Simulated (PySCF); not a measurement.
SMILES C/C=C\[SeH], PBE/def2-SVP optimised geometry. Atoms within 1.6 Å of the plane z = 0.0 Å (x, y, z in Å): C1 (1.97, 0.62, 0.00), C2 (1.07, -0.58, 0.00), C3 (-0.28, -0.58, 0.00), Se4 (-1.36, 1.00, 0.00), H5 (2.64, 0.62, 0.89), H6 (2.64, 0.62, -0.89), H7 (1.40, 1.57, 0.00), H8 (1.56, -1.57, 0.00), H9 (-0.85, -1.52, 0.00), H10 (-2.64, 0.25, 0.00).

Level of theory: PySCF 2.14.0 with PBE/def2-TZVP. Cells within 0.4 Å of a nucleus heavier than hydrogen are left out (blank, or x).

Map of the LUMO amplitude (bohr^(-3/2)) on the plane z = 0.0 Å; orbital energy -0.91 eV, overall sign arbitrary:

```
|4444444444444444444444444444444|
|4444444444444444444444444444444|
|4444444444444444444444444444444|
|4444444444444444444444444444444|
|4444443333444444444444444444444|
|4444333333344444444444444444444|
|4444333333344444444444444444444|
|4443333333334455544444444444444|
|4444333222334555554444444444444|
|4444333211235666554433334444444|
|4444433210136776554333333444444|
|44444432103x5876654322333444444|
|4444444320xxx77655432x234444444|
|44455566422x56655443xxx44444444|
|444556896422344444433x444444444|
|4455668975322123444344444444444|
|44455677654210xx44xx34444444444|
|4445566665432xxx44xx34444444444|
|4444555555443344443333444444444|
|4444455555545444443333444444444|
|4444444555555554444333444444444|
|4444444445555554444444444444444|
|4444444444555544444444444444444|
|4444444444444444444444444444444|
|4444444444444444444444444444444|
|4444444444444444444444444444444|
|4444444444444444444444444444444|
|4444444444444444444444444444444|
|4444444444444444444444444444444|
|4444444444444444444444444444444|
|4444444444444444444444444444444|
```
Scale: ten equal steps from -0.154 (start of '0') to 0.217 (end of '9'), in the order '0123456789'; x runs from -5.00 to 5.00, y from -5.00 (bottom) to 5.00 (top).
